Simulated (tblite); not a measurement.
Species: C₈H₅Cl (charge +1 and doublet state).
Bonds: C1–C2 (double), C2–C3, C3–C4 (aromatic), C4–C5 (aromatic), C5–C6 (aromatic), C6–C7 (aromatic), C7–Cl8, C7–C9 (aromatic), C3–C9 (aromatic). Hydrogens: H10 on C1; H11 on C4; H12 on C5; H13 on C6; H14 on C9.
Bond orders are those of one Lewis drawing.

Computed with GFN2-xTB (tblite), gas phase: L-BFGS steps from a force-field or distance-geometry start until the largest atomic force falls under 0.01 eV/Å.

Step 2: E = -643.7574 eV
```
atom  x, y, z in Å  |  force x, y, z in eV/Å
C1      3.3487   -0.4478   -0.2919   -0.978   0.125   0.029
C2      2.1392   -0.2957   -0.2488    0.797  -0.121   0.015
C3      0.7507   -0.1167   -0.1807   -0.325  -0.032  -0.063
C4     -0.1235   -1.2475   -0.2448    0.027   0.159   0.087
C5     -1.4989   -1.0729   -0.1770    0.038   0.002  -0.069
C6     -2.0466    0.1948   -0.0675    0.162   0.086   0.044
C7     -1.1832    1.3275   -0.0114    0.029  -0.114   0.023
Cl8    -1.8563    2.8887    0.1363    0.026  -0.183  -0.027
C9      0.1962    1.1600   -0.0651   -0.002   0.025  -0.022
H10     4.3932   -0.5748   -0.3308    0.049  -0.018  -0.010
H11     0.3018   -2.2363   -0.3311    0.016  -0.013  -0.018
H12    -2.1487   -1.9357   -0.2235    0.029   0.041   0.016
H13    -3.1177    0.3364   -0.0119    0.077  -0.012  -0.020
H14     0.8444    2.0196   -0.0236    0.056   0.056   0.014
```

Step 3: E = -643.7625 eV
```
atom  x, y, z in Å  |  force x, y, z in eV/Å
C1      3.3437   -0.4471   -0.2918   -0.065   0.009  -0.002
C2      2.1424   -0.2964   -0.2481   -0.222  -0.002   0.043
C3      0.7455   -0.1179   -0.1820    0.099   0.145  -0.038
C4     -0.1226   -1.2434   -0.2431   -0.073  -0.190   0.031
C5     -1.4994   -1.0748   -0.1784    0.108   0.241  -0.027
C6     -2.0434    0.1970   -0.0667   -0.007  -0.153   0.019
C7     -1.1835    1.3258   -0.0110    0.154  -0.008   0.025
Cl8    -1.8556    2.8850    0.1358   -0.002  -0.121  -0.019
C9      0.1972    1.1611   -0.0654   -0.047  -0.043  -0.026
H10     4.3918   -0.5748   -0.3309   -0.082   0.000  -0.004
H11     0.3022   -2.2372   -0.3315   -0.021   0.114   0.000
H12    -2.1474   -1.9339   -0.2231   -0.044  -0.058   0.005
H13    -3.1166    0.3362   -0.0123    0.128  -0.006  -0.019
H14     0.8449    2.0200   -0.0234    0.074   0.071   0.011
```

Question: Estimate the geometry and energy of step 4. (The exact step hangs on the optimiser's Hessian estimate; all steps are aligned on step 3, rigid shifts and turns removed.)

Answer: E = -643.7649 eV, largest force 0.192 eV/Å
```
atom  x, y, z in Å  |  force x, y, z in eV/Å
C1      3.3416   -0.4469   -0.2918   -0.002   0.001  -0.003
C2      2.1405   -0.2966   -0.2474   -0.189   0.004   0.035
C3      0.7455   -0.1164   -0.1828    0.031   0.021  -0.028
C4     -0.1233   -1.2449   -0.2423    0.014  -0.036   0.021
C5     -1.4982   -1.0722   -0.1791    0.019   0.010  -0.025
C6     -2.0427    0.1955   -0.0662    0.013  -0.007   0.020
C7     -1.1816    1.3254   -0.0106    0.052  -0.029   0.023
Cl8    -1.8554    2.8826    0.1354   -0.010  -0.094  -0.014
C9      0.1969    1.1609   -0.0658    0.045   0.037  -0.021
H10     4.3905   -0.5748   -0.3309   -0.112   0.002  -0.002
H11     0.3021   -2.2359   -0.3316   -0.002   0.053  -0.001
H12    -2.1475   -1.9341   -0.2230    0.005   0.013   0.006
H13    -3.1148    0.3360   -0.0126    0.096  -0.005  -0.016
H14     0.8459    2.0209   -0.0232    0.041   0.029   0.007
```

The energy changes by -0.0024 eV. The first-order estimate −F·Δx gives -0.0035 eV and the mean of the old and new forces, exact on a quadratic surface, -0.0024 eV. The step makes an angle of 24° with the force vector and moves no atom by more than 0.003 Å.

What follows is the cost of the whole relaxation. The run took 0.22 s wall on one thread of an Arm Neoverse V1, shared host.
